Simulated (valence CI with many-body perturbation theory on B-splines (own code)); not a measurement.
**E1 line list for Pb⁵⁰⁺**

Level of theory: configuration interaction combined with many-body perturbation theory (CI+MBPT): four valence electrons over a frozen Dirac-Fock core [Ar] 3d10, a basis of 11 s, 11 p, 9 d, 7 f, 5 g, 2 h, 1 i functions for each j, with the one-electron correlation potential Σ1 (screened to all orders), the two-electron term Σ2, the three-electron term Σ3, Breit, model QED; selected single and double excitations, second order for the rest (own B-spline code, finite nucleus).

No measured spectrum was set against this ion. As an estimate, large intervals hold to a few tenths of a per cent, small ones and those within an open d or f shell to about a per cent.

Lines 51 to 100 of 241 in falling wavelength, among levels below 52.139 Ry, chosen from the strongest by gf and those to the six lowest levels. Wavelengths and rates use the calculated energies. Electric multipoles are in the length gauge, E1 and E2 with the static RPA response of the core. Weak lines are less certain than strong ones. Lines between different terms over intervals too small for the method are left out, as are lines whose strength nearly cancels. The highest levels of a list are the least certain.

Levels are named by their leading jj configuration (3d3/2^4 stands for four electrons in 3d with j = 3/2), which in mixed levels can hold well under half, so a name can repeat and another be missing. Letters in brackets count levels of one name in rising energy.

```
λ vac (Å)                           Upper                       Lower   A (s⁻¹)  S (a.u.)
    93.83  (4s 4p1/2 4p3/2 4d3/2) J=1 [d]      (4s^2 4p3/2 4d3/2) J=2  1.93e+10  2.36e-02
    93.73      (4s 4p1/2 4p3/2^2) J=2 [b]          (4s^2 4p3/2^2) J=2  3.06e+10  6.21e-02
    92.67  (4s 4p1/2 4p3/2 4d5/2) J=3 [c]      (4s^2 4p3/2 4d5/2) J=4  3.06e+10  8.40e-02
    92.54      (4s 4p1/2 4p3/2^2) J=1 [b]          (4s^2 4p3/2^2) J=2  2.37e+10  2.78e-02
    92.34           (4p1/2^2 4p3/2^2) J=2      (4s 4p1/2 4p3/2^2) J=3  7.10e+10  1.38e-01
    92.25          (4s 4p1/2^2 4p3/2) J=1      (4s^2 4p1/2 4p3/2) J=1  1.41e+10  1.64e-02
    91.79  (4s 4p1/2 4p3/2 4d5/2) J=4 [c]      (4s^2 4p3/2 4d5/2) J=4  1.47e+10  5.05e-02
    90.93  (4s 4p1/2 4p3/2 4d3/2) J=2 [d]      (4s^2 4p3/2 4d3/2) J=3  3.75e+10  6.97e-02
    86.02           (4p1/2^2 4p3/2^2) J=2  (4s 4p1/2 4p3/2^2) J=2 [a]  2.08e+10  3.27e-02
    74.70          (4s 4p1/2^2 4d3/2) J=1      (4s 4p1/2^2 4p3/2) J=1  3.13e+10  1.93e-02
    74.14  (4s 4p1/2 4p3/2 4d3/2) J=2 [a]      (4s 4p1/2 4p3/2^2) J=3  2.18e+10  2.19e-02
    72.82          (4s 4p1/2^2 4d3/2) J=2      (4s 4p1/2^2 4p3/2) J=1  2.37e+09  2.26e-03
    72.62  (4s 4p1/2 4p3/2 4d3/2) J=3 [a]      (4s 4p1/2 4p3/2^2) J=3  1.21e+10  1.60e-02
    72.56  (4s 4p1/2 4p3/2 4d3/2) J=2 [b]  (4s 4p1/2 4p3/2^2) J=2 [b]  2.23e+10  2.10e-02
    70.20          (4s^2 4p1/2 4d3/2) J=2      (4s^2 4p1/2 4p3/2) J=2  2.22e+10  1.89e-02
    68.29          (4s^2 4p1/2 4d3/2) J=2      (4s^2 4p1/2 4p3/2) J=1  1.68e+09  1.32e-03
    67.77          (4s 4p1/2^2 4d3/2) J=1      (4s 4p1/2^2 4p3/2) J=2  9.66e+09  4.45e-03
    66.22          (4s 4p1/2^2 4d3/2) J=2      (4s 4p1/2^2 4p3/2) J=2  3.84e+10  2.75e-02
    64.79          (4s^2 4p3/2 4d3/2) J=2          (4s^2 4p3/2^2) J=2  5.11e+09  3.43e-03
    64.10          (4s^2 4p3/2 4d3/2) J=1          (4s^2 4p3/2^2) J=2  1.54e+10  6.02e-03
    64.01          (4s^2 4p3/2 4d3/2) J=3          (4s^2 4p3/2^2) J=2  1.09e+07  9.88e-06
    62.53          (4s^2 4p1/2 4d3/2) J=1      (4s^2 4p1/2 4p3/2) J=2  6.56e+07  2.37e-05
    61.21          (4s 4p1/2^2 4f5/2) J=3      (4s 4p1/2^2 4d5/2) J=3  1.83e+10  1.45e-02
    61.00          (4s^2 4p1/2 4d3/2) J=1      (4s^2 4p1/2 4p3/2) J=1  1.67e+10  5.60e-03
    60.30  (4s 4p1/2 4p3/2 4d5/2) J=1 [a]  (4s 4p1/2 4p3/2^2) J=1 [b]  4.61e+10  1.50e-02
    59.04  (4s 4p1/2 4p3/2 4d5/2) J=2 [b]  (4s 4p1/2 4p3/2^2) J=2 [b]  9.57e+10  4.86e-02
    58.90          (4s^2 4p1/2 4f7/2) J=3      (4s^2 4p1/2 4d5/2) J=3  1.88e+10  1.32e-02
    58.86          (4s^2 4p1/2 4f7/2) J=4      (4s^2 4p1/2 4d5/2) J=3  1.87e+11  1.70e-01
    58.58          (4s^2 4p1/2 4f7/2) J=3      (4s^2 4p1/2 4d5/2) J=2  2.27e+11  1.57e-01
    58.45  (4s 4p1/2 4p3/2 4d5/2) J=2 [b]  (4s 4p1/2 4p3/2^2) J=1 [a]  3.16e+10  1.56e-02
    57.22  (4s 4p1/2 4p3/2 4d5/2) J=1 [b]  (4s 4p1/2 4p3/2^2) J=1 [b]  6.64e+10  1.84e-02
    56.89          (4s 4p1/2^2 4d5/2) J=2      (4s 4p1/2^2 4p3/2) J=1  2.77e+11  1.26e-01
    56.88  (4s 4p1/2 4p3/2 4d5/2) J=1 [a]      (4s 4p1/2 4p3/2^2) J=0  9.65e+10  2.63e-02
    56.78  (4s 4p1/2 4p3/2 4d5/2) J=1 [b]  (4s 4p1/2 4p3/2^2) J=2 [b]  6.30e+10  1.71e-02
    56.53  (4s 4p1/2 4p3/2 4d5/2) J=3 [a]      (4s 4p1/2 4p3/2^2) J=3  1.05e+11  6.54e-02
    56.42          (4s^2 4p3/2 4d5/2) J=2          (4s^2 4p3/2^2) J=2  2.34e+11  1.04e-01
    55.84          (4s^2 4p1/2 4d5/2) J=2      (4s^2 4p1/2 4p3/2) J=2  5.67e+10  2.44e-02
    55.76  (4s 4p1/2 4p3/2 4d5/2) J=2 [a]  (4s 4p1/2 4p3/2^2) J=2 [a]  2.41e+11  1.03e-01
    55.55          (4s^2 4p1/2 4d5/2) J=3      (4s^2 4p1/2 4p3/2) J=2  3.41e+11  2.02e-01
    55.45  (4s 4p1/2 4p3/2 4d5/2) J=1 [c]  (4s 4p1/2 4p3/2^2) J=1 [b]  5.59e+10  1.41e-02
    55.20      (4s 4p1/2 4p3/2 4d5/2) J=0  (4s 4p1/2 4p3/2^2) J=1 [b]  4.96e+11  4.12e-02
    55.16  (4s 4p1/2 4p3/2 4d5/2) J=3 [b]      (4s 4p1/2 4p3/2^2) J=3  1.84e+11  1.07e-01
    55.12  (4s 4p1/2 4p3/2 4d5/2) J=2 [c]  (4s 4p1/2 4p3/2^2) J=1 [b]  6.68e+10  2.76e-02
    54.89          (4s 4p1/2^2 4d5/2) J=3      (4s 4p1/2^2 4p3/2) J=2  3.65e+11  2.09e-01
    54.71  (4s 4p1/2 4p3/2 4d5/2) J=2 [c]  (4s 4p1/2 4p3/2^2) J=2 [b]  9.68e+10  3.91e-02
    54.62          (4s^2 4p1/2 4d5/2) J=2      (4s^2 4p1/2 4p3/2) J=1  4.09e+11  1.65e-01
    54.60  (4s 4p1/2 4p3/2 4d5/2) J=2 [b]      (4s 4p1/2 4p3/2^2) J=3  1.18e+11  4.73e-02
    54.59  (4s 4p1/2 4p3/2 4d5/2) J=4 [b]      (4s 4p1/2 4p3/2^2) J=3  2.56e+11  1.85e-01
    54.52  (4s 4p1/2 4p3/2 4d5/2) J=1 [c]  (4s 4p1/2 4p3/2^2) J=1 [a]  4.97e+11  1.19e-01
    54.44          (4s^2 4p1/2 4f5/2) J=2      (4s^2 4p1/2 4d3/2) J=1  1.43e+11  5.71e-02
```
